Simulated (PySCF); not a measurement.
**Fractional electron number in Nb⁺ (niobium, charge +1)**

The 4d alpha orbital of [Kr] 4d4 is emptied in steps (occupation f), with all orbitals relaxed, ending at [Kr] 4d3. All numbers are calculated (PySCF 2.14, scalar relativity through the core potential, in def2-TZVP with the def2 core potential (28 electrons)). The exact energy is a straight line in f; departures are measured from the line between the end points of the same method.

| f | LC-wPBE (eV) |
| --- | --- |
| 1 | 0.000 |
| 0.75 | -0.097 |
| 0.5 | -0.133 |
| 0.25 | -0.102 |
| 0 | 0.000 |

Question: For LC-wPBE, how does the orbital energy at f = 1 compare with the removal energy?

Answer: −ε = 13.678 eV against a total-energy difference of 14.148 eV. By Janak's theorem ε = ∂E/∂f, so the gap between them reflects the curvature. Along the path −ε is 13.870 (f = 0.75), 14.136 (f = 0.5), 14.413 (f = 0.25) eV.

Reference removal energy between the ground levels: 14.32 eV (semi-empirical (NIST evaluation); NIST Atomic Spectra Database, ionization energies). The calculation has no spin-orbit coupling. The determinant left behind need not be the lowest term of the ion.
